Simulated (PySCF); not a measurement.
Gas-phase reaction: Ge₃H₈ + F₂ ⇌ GeH₂F₂ + Ge₂H₆

Energies from PySCF, thermal terms from the rigid-rotor harmonic-oscillator model, ideal gas at 1 bar. † marks an energy on the PBE0/def2-TZVP geometry and frequencies; other levels use their own. CCSD(T) freezes the core. 6-31G* has spherical d functions here. All species are closed-shell singlets. B3LYP is the form with VWN-RPA correlation. Ge: all electrons, no relativistic terms. GeH₂F₂: computed as isolated molecules; such fragments, hydroxides, amides, oligomers or adducts are transient or little studied in the gas. CCSD(T) isn't extrapolated to the basis-set limit. The harmonic model lacks anharmonicity and excited electronic states, which grow with temperature; levels with a mode under 35 cm⁻¹ are left out. Internal rotation in Ge₃H₈, Ge₂H₆ is treated as a harmonic vibration of one conformer, which makes the entropy rough.

| level | ΔE electronic, kJ | ΔH°(298 K), kJ | ΔS°(298 K), J/K | ΔG°(1800 K), kJ |
|---|---|---|---|---|
| B3LYP/6-31G* | -591 | -589 | -13 | -553 |
| CCSD(T)/def2-SVP† | -611 | -609 | -11 | -577 |
| HF/6-31G* | -663 | -661 | -11 | -628 |
| HF/def2-TZVP† | -699 | -697 | -11 | -665 |
| M06-2X/def2-TZVP† | -671 | -670 | -11 | -637 |
| PBE/def2-TZVP† | -584 | -582 | -11 | -550 |
| ωB97M-V/def2-TZVP† | -623 | -621 | -11 | -589 |
| ωB97X-V/def2-TZVP† | -624 | -622 | -11 | -590 |
ΔH° is lowest at HF/def2-TZVP† and highest at PBE/def2-TZVP†. No reference value is set beside these.
